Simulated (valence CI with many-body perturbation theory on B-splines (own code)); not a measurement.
# Cu6+: calculation against measured levels

Level of theory: relativistic CI+MBPT: five valence electrons over a frozen Dirac-Fock core [Ar], a basis of 7 s, 7 p, 8 d, 6 f, 4 g, 1 h functions for each j, with the one-electron correlation potential Σ1 (screened to all orders), the two-electron term Σ2, the three-electron term Σ3, Breit, model QED; selected single and double excitations, second order for the rest, scaled by the run's own slope (own B-spline code, finite nucleus).

Against 36 measured levels this calculation errs by 874 cm⁻¹ on average and by 2343 at most. These come from a selection out of Gamrath, thesis, University of Mons (2023). Levels without a partner in it may be off by more, other configurations by 1,000 to 8,000 cm⁻¹. Among the levels kept, up to 1400 cm⁻¹ of a level comes from second order outside the variational space, and about a tenth of that is noise between levels of different J, which matters for small intervals. The list stops below the first excitations out of the core. Only levels of the ground parity were solved; by the run's estimate the other parity begins above the list, which can be wrong where configurations are misplaced.

Measured levels: measured levels as listed in Gamrath, thesis, University of Mons (2023). Pairs share parity and J, and are chosen by configuration, term and nearness in energy; levels without a clear partner are left out. Energies in cm⁻¹ above the measured ground level.

Names give the largest LS component (configuration and term), which can be under half, so a name can repeat, a term be missing and a line seem to break the LS rules; names also repeat where a configuration has a term twice. Letters in brackets count levels of one name in rising energy.

```
Computed label  Label in the source  Measured  Computed  Difference
    3d⁵ ⁶S_5/2               3d5 6S         0       0.0           0
   3d⁵ ⁴G_11/2               3d5 4G   46442.7   45263.4       -1179
    3d⁵ ⁴G_5/2               3d5 4G   46515.3   45331.2       -1184
    3d⁵ ⁴G_9/2               3d5 4G     46575   45392.4       -1183
    3d⁵ ⁴G_7/2               3d5 4G   46578.2   45395.6       -1183
    3d⁵ ⁴P_5/2               3d5 4P   50731.7   50649.2         -83
    3d⁵ ⁴P_3/2               3d5 4P   51066.6   50988.3         -78
    3d⁵ ⁴P_1/2               3d5 4P   51406.6   51362.3         -44
    3d⁵ ⁴D_7/2               3d5 4D   55742.2   55176.6        -566
    3d⁵ ⁴D_1/2               3d5 4D   56209.9   55657.8        -552
    3d⁵ ⁴D_5/2               3d5 4D   56427.2   55910.4        -517
    3d⁵ ⁴D_3/2               3d5 4D   56428.5   55902.9        -526
   3d⁵ ²I_11/2               3d5 2I   67757.3   65432.8       -2325
   3d⁵ ²I_13/2               3d5 2I   67917.9   65574.5       -2343
3d⁵ ²D_5/2 [a]                  3d5   70875.6   70380.0        -496
3d⁵ ²D_3/2 [a]               3d5 2D   72226.8   71753.8        -473
3d⁵ ²F_7/2 [a]               3d5 2F   74407.6   73719.8        -688
    3d⁵ ⁴F_9/2               3d5 4F   75930.5   75164.8        -766
    3d⁵ ⁴F_5/2               3d5 4F     76019   75296.6        -722
    3d⁵ ⁴F_7/2               3d5 4F   76349.1   75603.9        -745
    3d⁵ ⁴F_3/2               3d5 4F     76886   76151.4        -735
3d⁵ ²F_5/2 [a]                  3d5   77529.3   76844.3        -685
    3d⁵ ²H_9/2               3d5 2H     80717   79225.9       -1491
   3d⁵ ²H_11/2               3d5 2H   81954.4   80344.9       -1610
3d⁵ ²G_7/2 [a]               3d5 2G   82745.5   81395.8       -1350
3d⁵ ²G_9/2 [a]               3d5 2G   83910.4   82477.8       -1433
3d⁵ ²F_5/2 [b]               3d5 2F   87979.2   86969.5       -1010
3d⁵ ²F_7/2 [b]               3d5 2F   88279.7   87268.2       -1011
    3d⁵ ²S_1/2               3d5 2S   95875.4   95433.6        -442
3d⁵ ²D_3/2 [b]               3d5 2D    106957  106401.2        -556
3d⁵ ²D_5/2 [b]                  3d5  107130.6  106547.7        -583
3d⁵ ²G_9/2 [b]               3d5 2G    119534  118217.7       -1316
3d⁵ ²G_7/2 [b]               3d5 2G  119605.4  118280.2       -1325
    3d⁵ ²P_3/2               3d5 2P  143933.7  143326.9        -607
    3d⁵ ²P_1/2               3d5 2P  144077.2  143460.0        -617
3d⁵ ²D_5/2 [c]                  3d5  156224.4  155709.8        -515
3d⁵ ²D_3/2 [c]               3d5 2D  156373.6  155831.8        -542
```

Over 36 excited levels the mean absolute difference is 874 cm⁻¹, the median 705 and the largest 2343. The comparison draws on a selection of the measured levels: 37 of the 46 computed ones have a partner in it, and others may be off by more.
